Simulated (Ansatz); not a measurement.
Species: tert-butyl(trifluoro)silane, C₄H₉F₃Si, net charge 0, singlet state. 
Structure (B3LYP-D3(BJ)/def2-TZVP (Ansatz, a first-principles code) minimum search):
```xyz
17

C     -1.7251    -1.1841    -0.3640
C     -0.9343     0.1341    -0.4440
C     -1.6941     1.2442     0.3043
C     -0.7400     0.5370    -1.9169
Si     0.7269    -0.1043     0.3455
F      0.6048    -0.5229     1.8719
F      1.6020     1.2195     0.2999
F      1.5707    -1.2388    -0.3767
H     -2.7062    -1.0498    -0.8282
H     -1.8864    -1.4980     0.6688
H     -1.2169    -1.9943    -0.8900
H     -2.6751     1.3895    -0.1569
H     -1.8547     0.9892     1.3534
H     -1.1634     2.1971     0.2636
H     -1.7167     0.6792    -2.3882
H     -0.2079    -0.2314    -2.4806
H     -0.1862     1.4727    -2.0116
```

Quantity: atomisation energy (electronic, to ground-state atoms), in kJ/mol. Cores are frozen in the correlated levels unless marked. UHF or UKS for open shells. No spin-orbit coupling. Non-relativistic. The coupled-cluster limit lacks core correlation, which all-electron functionals hold. Basis-set limits of correlation are two-point, X^-3; Hartree-Fock from the larger set. [CCSD(T)-MP2]/basis is that difference in the basis named.

```csv
level,program,atomisation energy (kJ/mol)
HF/aug-cc-pV(Q+d)Z,Ansatz,5398.0
BLYP/def2-TZVPD,Ansatz,6946.4
PBE0/STO-3G,Ansatz,7854.2
PBE0/6-31G*,Ansatz,7062.3
```

Task: Estimate the value at RI-MP2/CBS(aug-cc-pV(T+d)Z,aug-cc-pV(Q+d)Z)+[CCSD(T)-MP2]/aug-cc-pV(T+d)Z as computed with Ansatz.

Result: 7121.4 kJ/mol
